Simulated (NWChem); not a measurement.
System: AlH3SeO; SMILES [OH][AlH][SeH]

Input file for NWChem:

```
start job
memory heap 200 mb stack 900 mb global 1100 mb
geometry units angstroms noautosym nocenter noautoz
  Al    -0.473271    -1.147278     0.000295
  H     -1.971326    -1.653128    -0.000327
  O      0.864815    -2.199770     0.000059
  H      0.838485    -3.157729    -0.000535
  Se     0.011912     1.109427     0.001821
  H      1.454602     0.820393     0.001914
end
basis spherical
  * library 6-31g*
end
dft
  xc b3lyp
  iterations 150
end
property
  response 1 0.0773
end
task dft property
```

NWChem printed, in part:

```
             Northwest Computational Chemistry Package (NWChem) 7.3.0
             --------------------------------------------------------

                             Geometry "geometry" -> ""
                             -------------------------

 Output coordinates in angstroms (scale by  1.889725989 to convert to a.u.)

  No.       Tag          Charge          X              Y              Z
 ---- ---------------- ---------- -------------- -------------- --------------
    1 Al                  13.0000    -0.47327100    -1.14727800     0.00029500
    2 H                    1.0000    -1.97132600    -1.65312800    -0.00032700
    3 O                    8.0000     0.86481500    -2.19977000     0.00005900
    4 H                    1.0000     0.83848500    -3.15772900    -0.00053500
    5 Se                  34.0000     0.01191200     1.10942700     0.00182100
    6 H                    1.0000     1.45460200     0.82039300     0.00191400

 Effective nuclear repulsion energy (a.u.)     214.8299939983

                              NWChem Property Module
                              ----------------------

                                 NWChem DFT Module
                                 -----------------

 Summary of "ao basis" -> "ao basis" (spherical)
 ------------------------------------------------------------------------------
       Tag                 Description            Shells   Functions and Types
 ---------------- ------------------------------  ------  ---------------------
 Al                          6-31g*                  8       18   4s3p1d
 H                           6-31g*                  2        2   2s
 O                           6-31g*                  6       14   3s2p1d
 Se                          6-31g*                 12       32   5s4p3d

            General Information
            -------------------
          SCF calculation type: DFT
          Wavefunction type:  closed shell.
          No. of atoms     :     6
          No. of electrons :    58
           Alpha electrons :    29
            Beta electrons :    29
          Charge           :     0
          Spin multiplicity:     1
          Use of symmetry is: off; symmetry adaption is: off
          Maximum number of iterations: 150
          AO basis - number of functions:    70
                     number of shells:    32
          Convergence on energy requested:  1.00D-06
          Convergence on density requested:  1.00D-05
          Convergence on gradient requested:  5.00D-04

              XC Information
              --------------
                         B3LYP Method XC Potential
                     Hartree-Fock (Exact) Exchange  0.200
                        Slater Exchange Functional  0.800 local
                    Becke 1988 Exchange Functional  0.720 non-local
              Lee-Yang-Parr Correlation Functional  0.810
                  VWN I RPA Correlation Functional  0.190 local

             Grid Information
             ----------------
          Grid used for XC integration:  medium
          Radial quadrature: Mura-Knowles
          Angular quadrature: Lebedev.
          Tag              B.-S. Rad. Rad. Pts. Rad. Cut. Ang. Pts.
          ---              ---------- --------- --------- ---------
          Al                  1.25       88           9.0       590
          H                   0.35       45          12.0       434
          O                   0.60       49          10.0       434
          Se                  1.15      112          11.0       590
          Grid pruning is: on
          Number of quadrature shells:   384
          Spatial weights used:  Erf1

      Superposition of Atomic Density Guess
      -------------------------------------

 Sum of atomic energies:       -2717.61304382

      Non-variational initial energy
      ------------------------------

 Total energy =   -2718.203754
 1-e energy   =   -4211.409239
 2-e energy   =    1278.375491
 HOMO         =      -0.314140
 LUMO         =       0.011670

   convergence    iter        energy       DeltaE   RMS-Dens  Diis-err
 ---------------- ----- ----------------- --------- --------- ---------
 d= 0,ls=0.0,diis     1  -2720.7527711150 -2.94D+03  1.86D-02  6.75D-01
 d= 0,ls=0.0,diis     2  -2720.6451290630  1.08D-01  1.17D-02  1.83D+00
 d= 0,ls=0.0,diis     3  -2720.8273164113 -1.82D-01  2.25D-03  3.57D-02
 d= 0,ls=0.0,diis     4  -2720.8304714363 -3.16D-03  1.05D-03  5.49D-03
 d= 0,ls=0.0,diis     5  -2720.8310974197 -6.26D-04  2.12D-04  2.07D-04
  Resetting Diis
 d= 0,ls=0.0,diis     6  -2720.8311217031 -2.43D-05  3.25D-05  5.19D-06
 d= 0,ls=0.0,diis     7  -2720.8311224742 -7.71D-07  1.41D-05  2.93D-07
 d= 0,ls=0.0,diis     8  -2720.8311224741  1.48D-10  7.30D-06  3.12D-07

         Total DFT energy =    -2720.831122474091
      One electron energy =    -4214.608643643121
           Coulomb energy =     1394.583440239736
    Exchange-Corr. energy =     -115.635913069043
 Nuclear repulsion energy =      214.829993998338

 Numeric. integr. density =       58.000008146852

                       DFT Final Molecular Orbital Analysis
                       ------------------------------------

 Vector   27  Occ=2.000000D+00  E=-3.274421D-01
              MO Center=  7.5D-01, -2.1D+00,  8.1D-05, r^2= 1.0D+00
   Bfn.  Coefficient  Atom+Function         Bfn.  Coefficient  Atom+Function
  ----- ------------  ---------------      ----- ------------  ---------------
    25      0.595041  3 O  pz                29      0.451113  3 O  pz
     9      0.151278  1 Al pz                13      0.091563  1 Al pz
    49      0.077702  5 Se pz                 5     -0.068026  1 Al pz
    17     -0.044022  1 Al d  1              45     -0.033205  5 Se pz
    15     -0.028927  1 Al d -1

 Vector   28  Occ=2.000000D+00  E=-2.963741D-01
              MO Center= -4.3D-01, -8.5D-02,  9.9D-04, r^2= 4.2D+00
   Bfn.  Coefficient  Atom+Function         Bfn.  Coefficient  Atom+Function
  ----- ------------  ---------------      ----- ------------  ---------------
    48      0.537814  5 Se py                20      0.249607  2 H  s
    44     -0.235706  5 Se py                52      0.207213  5 Se py
     7     -0.199034  1 Al px                19      0.196399  2 H  s
     8     -0.194343  1 Al py                23      0.176460  3 O  px
    27      0.137280  3 O  px                46     -0.124058  5 Se s

 Vector   29  Occ=2.000000D+00  E=-2.520931D-01
              MO Center=  1.6D-02,  8.9D-01,  1.7D-03, r^2= 2.2D+00
   Bfn.  Coefficient  Atom+Function         Bfn.  Coefficient  Atom+Function
  ----- ------------  ---------------      ----- ------------  ---------------
    49      0.700781  5 Se pz                53      0.363085  5 Se pz
    45     -0.302799  5 Se pz                25     -0.113159  3 O  pz
     9      0.110976  1 Al pz                29     -0.097695  3 O  pz
    41      0.090838  5 Se pz                15      0.053023  1 Al d -1
     5     -0.042386  1 Al pz                65     -0.033104  5 Se d -1

 Vector   30  Occ=0.000000D+00  E=-2.639225D-02
              MO Center= -4.9D-01, -1.1D+00, -3.4D-04, r^2= 4.5D+00
   Bfn.  Coefficient  Atom+Function         Bfn.  Coefficient  Atom+Function
  ----- ------------  ---------------      ----- ------------  ---------------
    13      0.675659  1 Al pz                 9      0.504962  1 Al pz
    53     -0.272655  5 Se pz                49     -0.241906  5 Se pz
    29     -0.229711  3 O  pz                25     -0.211152  3 O  pz
     5     -0.173054  1 Al pz                45      0.100692  5 Se pz
    17      0.051829  1 Al d  1              65     -0.048188  5 Se d -1

 Vector   31  Occ=0.000000D+00  E=-8.277981D-03
              MO Center=  4.0D-02, -1.2D+00,  1.0D-03, r^2= 5.4D+00
   Bfn.  Coefficient  Atom+Function         Bfn.  Coefficient  Atom+Function
  ----- ------------  ---------------      ----- ------------  ---------------
    10      1.041189  1 Al s                 26     -0.562154  3 O  s
    20     -0.418430  2 H  s                 52      0.327968  5 Se py
    11      0.324478  1 Al px                70     -0.286763  6 H  s
     6      0.282080  1 Al s                 48      0.249457  5 Se py
    36      0.220417  4 H  s                 51      0.211000  5 Se px

 Vector   32  Occ=0.000000D+00  E= 5.275637D-03
              MO Center= -2.9D-01,  2.0D-01,  1.2D-03, r^2= 5.8D+00
   Bfn.  Coefficient  Atom+Function         Bfn.  Coefficient  Atom+Function
  ----- ------------  ---------------      ----- ------------  ---------------
    50      1.088324  5 Se s                 10     -0.965472  1 Al s
    12     -0.932004  1 Al py                70     -0.869748  6 H  s
    52     -0.549306  5 Se py                51      0.415731  5 Se px
    46     -0.379761  5 Se s                 47      0.304967  5 Se px
    20      0.257501  2 H  s                 69     -0.179971  6 H  s

     Multipole analysis of the density
     ---------------------------------

     L   x y z        total         alpha         beta         nuclear
     -   - - -        -----         -----         ----         -------
     0   0 0 0     -0.000000    -29.000000    -29.000000     58.000000

     1   1 0 0     -0.011903     -1.416411     -1.416411      2.820919
     1   0 1 0     -0.824108     -1.562217     -1.562217      2.300326
     1   0 0 1     -0.000607     -0.063867     -0.063867      0.127128

     2   2 0 0    -28.772287    -42.249239    -42.249239     55.726192
     2   1 1 0      0.403383     10.748259     10.748259    -21.093136
     2   1 0 1     -0.000141     -0.004197     -0.004197      0.008252
     2   0 2 0    -24.216910   -210.388950   -210.388950    396.560990
     2   0 1 1      0.000856     -0.119294     -0.119294      0.239444
     2   0 0 2    -27.880628    -13.940525    -13.940525      0.000421

 *** CALLING NEW AORESP DRIVER FOR CLOSED AND OPEN SHELLS ***
 Entering AOResponse driver routine

--------------------------------------------------------------------------------

          -----------------------------------------------
          Solving response equations for perturbing field
          -----------------------------------------------

 number of frequencies:     1
 frequency in a.u.:  0.7730000E-01
 Perturbing field: electric
 Using El. Dipole Length Gauge

 Setting up CPKS with frequency omega =      0.07730000 a.u.

                            NWChem Dynamic CPHF Module
                            --------------------------

    scftype = RHF
    nclosed =   29
      nopen =    0
  variables =     2378
  num. vecs =        3
  tolerance =   1.0D-04
  max. iter =   50

 SCF residual:    2.1743134627635489E-004

Iterative solution of linear equations
  No. of variables     2378
  No. of equations        3
  Maximum subspace       30
       Convergence  1.0D-04

   iter   nsub   residual    time
   ----  ------  --------  ---------
     1      3    3.58D+00      21.2
     2      6    2.26D+00      31.6
     3      9    1.13D+00      41.8
     4     12    1.74D-01      52.0
     5     15    4.02D-02      62.4
     6     18    1.38D-02      72.7
     7     21    2.37D-03      83.0
     8     24    1.56D-04      93.3
     9     27    9.95D-06     103.4

 Electric Dipole Response Matrix (nonzero elements):

              1        2        3
    1   46.5315   4.3722   0.0051
    2    4.3722  67.3857   0.0199
    3    0.0051   0.0199  37.0432

 ------------------------------------------
 average:        50.32014 + I       0.00000

 DFT Linear Response polarizability / au
 Frequency  =       0.0773000 / au
 Wavelength =     589.4353558 / nm
              X              Y              Z
 -----------------------------------------------
 X      46.5315171      4.3722300      0.0050944
 Y       4.3722358     67.3857309      0.0199474
 Z       0.0050944      0.0199474     37.0431800
 -----------------------------------------------
 Eigenvalues =      45.6519467     68.2653149     37.0431663
 Isotropic   =      50.3201427
 Anisotropic =      27.9311482
 -----------------------------------------------

 Magnetic Dipole Response Matrix (nonzero elements):
```

Level: B3LYP/6-31G* (spherical d). Geometry: optimised at PBE0/def2-SVP.
